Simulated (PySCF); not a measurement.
**Si (silicon, neutral) across methods**

[Ne] 3s2 3p1 3d1, one real determinant (an excited configuration). Computed with PySCF 2.14 in aug-cc-pCVTZ-DK (8s7p5d3f, 75 functions), with scalar relativity by spin-free X2C-1e.

```csv
method,E (hartree),mean ε 3s β (eV),mean ε 3p α (eV),mean ε 3d α (eV),Σ⟨r²⟩ (bohr²),⟨S²⟩
PBE,-289.6123,-12.507,-6.654,-0.076,46.83,2.003
CAM-B3LYP,-289.7522,-15.121,-8.938,-0.806,47.21,2.004
PBE0,-289.6275,-13.653,-7.791,-0.391,47.22,2.004
UHF,-289.21108,-16.026,-10.727,-0.904,49.32,2.014
B97-3,-289.7146,-13.748,-7.702,-0.330,47.58,2.003
M06,-289.7379,-13.649,-7.411,-0.174,47.48,2.002
wB97X-V,-289.6845,-16.079,-9.899,-1.264,47.18,2.004
r2SCAN,-289.7138,-12.715,-6.985,0.002,46.84,2.007
```

Estimate the same row for LDA.

E (hartree) = -288.5871; mean ε 3s β (eV) = -12.639; mean ε 3p α (eV) = -6.565; mean ε 3d α (eV) = 0.055; Σ⟨r²⟩ (bohr²) = 46.56; ⟨S²⟩ = 2.001.

⟨L²⟩ = 8.01 against 12 for a pure F term, so this real determinant mixes terms. The outer electron is Rydberg-like, and this basis confines it to a smaller radius and binds it less than a complete one would.

The highest occupied level is positive at LDA, r2SCAN: only the finite basis holds that electron, which in a density functional comes from self-interaction.
